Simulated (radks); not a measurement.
Task: The indium ion In4+, configuration [Ar] 3d10 4s2 4p4 4d9 5s2 (not the ground configuration). All-electron calculation, Dirac Kohn-Sham, BLYP, spin-unpolarised, spherical densities, point nucleus; open shells are shared between the two j in proportion to 2j + 1. Program: a radial shooting solver on a logarithmic mesh with Libxc functionals. Some entries of the table are withheld. Estimate them.

orbital,occ.,eigenvalue (eV),r(max) (bohr),<r> (bohr)
1s1/2,2,-27813.67,0.01921,0.02971
2s1/2,2,-4222.477,0.1087,0.1281
2p1/2,2,-3943.066,0.08381,0.1084
2p3/2,4,-3731.985,0.08824,0.1137
3s1/2,2,-856.3658,0.3156,0.3482
3p1/2,2,(1),0.3019,0.3392
3p3/2,4,(2),0.3121,0.3503
3d3/2,4,-505.6850,0.2563,0.3219
3d5/2,6,-497.8573,0.2592,0.3254
4s1/2,2,-182.7831,0.7634,0.8315
4p1/2,1.33333,-145.0943,0.7894,0.8747
4p3/2,2.66667,-137.9413,0.8126,0.9014
4d3/2,3.6,-77.9517,0.8880,1.045
4d5/2,5.4,-76.8762,0.8962,1.055
5s1/2,2,-50.2934,1.817,1.982
5p1/2,0,-40.5101,(3),2.214
5p3/2,0,-39.3827,(4),2.271
5d3/2,0,-25.7020,2.677,2.931
5d5/2,0,-25.5543,2.696,2.949
6s1/2,0,-22.7305,3.810,3.888
4f5/2,0,(5),1.694,2.194
4f7/2,0,(6),1.702,2.200

Result: 
(1) 3p1/2 eigenvalue (eV): -743.5462
(2) 3p3/2 eigenvalue (eV): -705.3785
(3) 5p1/2 r(max) (bohr): 2.013
(4) 5p3/2 r(max) (bohr): 2.069
(5) 4f5/2 eigenvalue (eV): -22.2592
(6) 4f7/2 eigenvalue (eV): -22.2294
